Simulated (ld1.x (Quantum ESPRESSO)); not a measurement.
# An all-electron radial function and its pseudo partner (aluminium)

Columns: radius, all-electron u(r) and pseudo u(r) of the 3s shell (level -7.71 eV) of aluminium in the configuration [Ne] 3s2 3p1; PBEsol, scalar-relativistic, TM scheme, ld1.x (Quantum ESPRESSO) 7.5.

```tsv
r (bohr)	all-electron	pseudo
0.113	0.0978	0.0256
0.225	-0.1271	0.0518
0.338	-0.2686	0.0797
0.450	-0.2922	0.1096
0.563	-0.2347	0.1429
0.675	-0.1338	0.1798
0.788	-0.0139	0.2214
0.900	0.1069	0.2674
1.013	0.2213	0.3184
1.125	0.3226	0.3726
1.238	0.4106	0.4292
1.350	0.4835	0.4849
1.463	0.5432	0.5376
1.575	0.5899	0.5834
1.688	0.6255	0.6208
1.800	0.6501	0.6477
1.913	0.6656	0.6648
2.025	0.6728	0.6727
2.138	0.6731	0.6731
2.250	0.6675	0.6675
2.363	0.6570	0.6570
2.475	0.6425	0.6425
2.588	0.6248	0.6248
2.700	0.6048	0.6048
2.813	0.5827	0.5827
2.925	0.5595	0.5595
```

How many radial nodes do the two functions have?

The all-electron 3s function has n − l − 1 = 2; the pseudo-wave has 0, since the states of the same l below it are removed with the core.

At about which radius was the pseudo-wave matched?

2.25 bohr. The columns agree to 0.0005 from 2.02 bohr on; several derivatives are matched, so the curves merge somewhat inside the radius.

Is the pseudo-wave norm-conserving?

Yes: the TM scheme keeps the norm inside the radius equal to the all-electron one, which fixes the energy derivative of the logarithmic derivative at the level.
